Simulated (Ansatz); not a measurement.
C3H7BS (`B/C=C(\C)S`). Charge 0, multiplicity 1.

```xyz
12

B    -0.817    0.965    1.615
C    -0.526    1.076    0.131
C     0.085    0.127   -0.622
C     0.580   -1.192   -0.135
S     0.321    0.463   -2.318
H    -1.360    1.868    2.183
H    -0.520   -0.004    2.254
H    -0.821    1.982   -0.398
H     1.656   -1.281   -0.311
H     0.384   -1.311    0.928
H     0.092   -2.005   -0.680
H     0.926   -0.689   -2.648
```

(1) List the harmonic frequencies (cm⁻¹, unscaled) at PBE0-D4/def2-TZVP in Ansatz. (Best estimate.)

(2) Is this a minimum?

(3) Give the ideal-gas thermochemistry at 298.15 K and 1 bar (rigid rotor, harmonic oscillator; point group Cs, symmetry number 1).

(4) And at 400, 500, 600, 800 and 1000 K?

Results:

(1) Ansatz gave: 151, 174, 257, 268, 310, 362, 423, 511, 668, 878, 892, 932, 974, 1000, 1053, 1091, 1142, 1259, 1368, 1403, 1462, 1472, 1608, 2575, 2645, 2713, 3053, 3111, 3131, 3179.

(2) Yes, all 30 modes are real.

(3) Zero-point energy 239.6 kJ/mol; H(298) − E = 259.9 kJ/mol; entropy 332.3 J/(mol·K), of which translation 164.4, rotation 111.0, vibration 56.9; G(298) − E = 160.8 kJ/mol.

(4) 
| T (K) | H − E (kJ/mol) | S (J/mol/K) | G − E (kJ/mol) |
| --- | --- | --- | --- |
| 400 | 272.1 | 367.3 | 125.1 |
| 500 | 286.3 | 398.9 | 86.8 |
| 600 | 302.3 | 428.2 | 45.4 |
| 800 | 338.8 | 480.5 | -45.6 |
| 1000 | 379.8 | 526.2 | -146.3 |
